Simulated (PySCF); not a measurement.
CH3Mg, charge +1.

```xyz
5

Mg     0.0000     0.0000    -0.9302
C      0.0000     0.0000     1.1336
H     -0.9019     0.5207     1.4539
H      0.9019     0.5207     1.4539
H      0.0000    -1.0415     1.4539
```
Charge +1, spin multiplicity 1.

Geometry: PBE0-D3(BJ)/def2-TZVP. The multiplicity is an assumed one; other spin states were not compared. The isomer is the one that the SMILES or the coordinates give; other isomers of the formula were not compared.

Computed with HF/pcSseg-2 (PySCF). Non-relativistic, no solvent.

Give the absolute GIAO shielding of each atom: isotropic value and principal components (ppm). (An estimate is asked for; the answer gives what the named calculation found.)


| atom | σ(iso) | σ11 | σ22 | σ33 | span |
|---|---|---|---|---|---|
| Mg1 | 625.8 | 586.2 | 586.2 | 704.8 | 118.6 |
| C2 | 191.6 | 187.2 | 187.2 | 200.5 | 13.3 |
| H3 | 30.3 | 25.8 | 26.9 | 38.3 | 12.5 |
| H4 | 30.3 | 25.8 | 26.9 | 38.3 | 12.5 |
| H5 | 30.3 | 25.8 | 26.9 | 38.3 | 12.5 |
